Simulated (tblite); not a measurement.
Species: C8H18S.
Cartesian coordinates in Å at the GFN2-xTB level; atoms count from 1:
```
atom  x, y, z in Å
C1     2.0860   -1.0526    0.0686
C2     1.4033    0.0852   -0.6858
C3     2.4070    1.2226   -0.8895
C4     0.1732    0.6552    0.0362
C5    -1.0945   -0.2167    0.1676
C6    -1.3465   -1.0429   -1.0974
C7    -1.0342   -1.1382    1.3869
C8    -2.3109    0.7116    0.3307
S9    -2.2599    1.8131    1.7868
H10    1.4812   -1.9549    0.0677
H11    2.2833   -0.7648    1.0990
H12    3.0357   -1.2940   -0.4052
H13    1.1061   -0.2785   -1.6736
H14    3.2839    0.8659   -1.4250
H15    2.7306    1.6190    0.0707
H16    1.9664    2.0348   -1.4642
H17    0.4824    0.9630    1.0379
H18   -0.1103    1.5592   -0.5126
H19   -2.3192   -1.5280   -1.0434
H20   -1.3307   -0.4102   -1.9824
H21   -0.5918   -1.8161   -1.2076
H22   -0.9325   -0.5533    2.2983
H23   -0.1983   -1.8256    1.3252
H24   -1.9505   -1.7218    1.4587
H25   -3.2147    0.1203    0.4813
H26   -2.4493    1.3410   -0.5490
H27   -1.3156    2.6332    1.3321
```

All values are computed: GFN2-xTB (tblite) harmonic vibrations without scaling, gas phase. This tight-binding method is rough: wavenumbers can miss measured ones by several per cent, in bad cases by 10 to 20. Modes of hydrogen on sulfur can be 10 to 20 % off. One conformer, not necessarily the lowest.

Harmonic wavenumbers (cm⁻¹): 55.9, 79.7, 101.0, 164.4, 186.3, 206.8, 219.5, 235.2, 256.1, 265.7, 299.7, 322.4, 336.8, 361.7, 421.6, 430.3, 467.9, 527.1, 719.9, 776.6, 803.4, 865.3, 898.8, 932.7, 942.9, 949.4, 965.2, 985.6, 993.2, 1015.8, 1021.6, 1090.9, 1134.4, 1147.0, 1186.9, 1201.8, 1216.9, 1245.7, 1283.6, 1296.5, 1313.2, 1351.8, 1374.8, 1407.2, 1410.2, 1422.6, 1426.8, 1450.2, 1482.6, 1489.8, 1495.1, 1501.5, 1505.8, 1508.9, 1510.0, 1512.4, 1522.5, 2439.0, 2938.4, 2950.5, 2972.3, 2972.6, 2992.6, 3021.2, 3022.8, 3025.4, 3026.7, 3029.2, 3030.5, 3034.3, 3037.1, 3038.0, 3048.1, 3051.1, 3080.4.

A = 1878, B = 779.5, C = 678.9 MHz; mass 146.113 u (most abundant isotopes); point group C1, symmetry number 1.

Task: Zero-point energy?

Result: ½Σν̃ = 53004 cm⁻¹ = 151.55 kcal/mol.

Task: Give the ideal-gas entropy at 298.15 K and 1 bar in the rigid-rotor, harmonic-oscillator model (classical rotation).

Result: Translation 40.87, rotation 30.16, vibration 36.51: S = 107.5 cal/(mol K).

Task: And Cp and H(298.15 K) − H(0)?

Result: Cp = 48.14 cal/(mol K), of which vibrations give 40.19 (their classical limit is 75 R = 149.0); H(298.15 K) − H(0) = 8.39 kcal/mol without the zero-point energy, 6.02 from vibrations.

Task: How do the functions run with temperature in this model?

Result: 
```
T (K)  S (cal/(mol K))  Cp (cal/(mol K))  H − H(0) (kcal/mol)  G − H(0) (kcal/mol)  ln q(vib)
  150             81.7              29.4                 2.66                -9.59       3.19
  250             99.6              41.9                 6.22               -18.68       6.57
  400            123.6              61.6                13.98               -35.45      11.67
  600            153.0              84.0                28.65               -63.15      18.42
  900            191.8             107.0                57.57              -115.03      28.15
```

q(vib) and H(0) count from the zero-point level.

Task: Blend soft modes into free rotors: weight 1/[1 + (100 cm⁻¹/ν̃)⁴] for the oscillator and the rest for a rotor with moment μB/(μ + B), μ = h/(8π²ν), B = 10⁻⁴⁴ kg m². What vibrational entropy results?

Result: 34.60 cal/(mol K) in place of 36.51, which changes −T·S at 298.15 K by +0.57 kcal/mol.

Task: Which modes carry the vibrational entropy at 298.15 K?

Result: 55.9 cm⁻¹: 4.60; 79.7 cm⁻¹: 3.90; 101.0 cm⁻¹: 3.43; 164.4 cm⁻¹: 2.50; 186.3 cm⁻¹: 2.26; 206.8 cm⁻¹: 2.07 cal/(mol K); the other 69 give 17.74 together.

Hindered rotation and anharmonicity are outside this model. Other conformers, if any are populated, would add a mixing term that is left out. The structure is chiral; the term R ln 2 for an equal mix with its mirror image is left out.
